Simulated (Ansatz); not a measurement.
`[SiH3]P[NH][GaH2]` at its PBE0-D4/def2-TZVP geometry, where that method's forces vanish. The species carries charge 0 and has multiplicity 1.

```json
{"atom": "Si1", "x (Å)": "1.294", "y (Å)": "-1.380", "z (Å)": "0.242"}
{"atom": "P2", "x (Å)": "-0.605", "y (Å)": "-1.079", "z (Å)": "-0.945"}
{"atom": "N3", "x (Å)": "-1.353", "y (Å)": "0.172", "z (Å)": "-0.037"}
{"atom": "Ga4", "x (Å)": "-0.865", "y (Å)": "1.926", "z (Å)": "0.218"}
{"atom": "H5", "x (Å)": "1.876", "y (Å)": "-0.074", "z (Å)": "0.666"}
{"atom": "H6", "x (Å)": "0.963", "y (Å)": "-2.156", "z (Å)": "1.467"}
{"atom": "H7", "x (Å)": "2.300", "y (Å)": "-2.137", "z (Å)": "-0.555"}
{"atom": "H8", "x (Å)": "0.035", "y (Å)": "-0.315", "z (Å)": "-1.962"}
{"atom": "H9", "x (Å)": "-2.253", "y (Å)": "-0.119", "z (Å)": "0.316"}
{"atom": "H10", "x (Å)": "0.468", "y (Å)": "2.365", "z (Å)": "-0.459"}
{"atom": "H11", "x (Å)": "-1.859", "y (Å)": "2.796", "z (Å)": "1.049"}
```

For each bond, give half the difference of the two atoms' forces along it (eV/Å; positive pushes the atoms apart) under PBE-D4, r2SCAN-D4, B3LYP-D4, ωB97M-V in def2-TZVPP. (An estimate is asked.)

The calculation gave: 
```csv
bond,length (Å),PBE-D4,r2SCAN-D4,B3LYP-D4,ωB97M-V
Si1–P2,2.260,0.05,0.03,0.15,0.03
Si1–H5,1.491,0.07,-0.02,-0.09,-0.11
Si1–H6,1.487,0.09,-0.02,-0.08,-0.10
Si1–H7,1.489,0.07,-0.03,-0.08,-0.10
P2–N3,1.718,0.24,0.18,0.15,0.13
P2–H8,1.423,0.18,0.00,-0.07,-0.13
N3–Ga4,1.838,0.08,-0.01,0.16,0.05
N3–H9,1.009,0.21,0.01,-0.09,-0.07
Ga4–H10,1.558,-0.02,-0.10,-0.06,-0.09
Ga4–H11,1.561,-0.03,-0.10,-0.07,-0.10
```

B3LYP here is the variant with VWN-RPA as its local correlation; programs differ in this.

Computed with Ansatz.
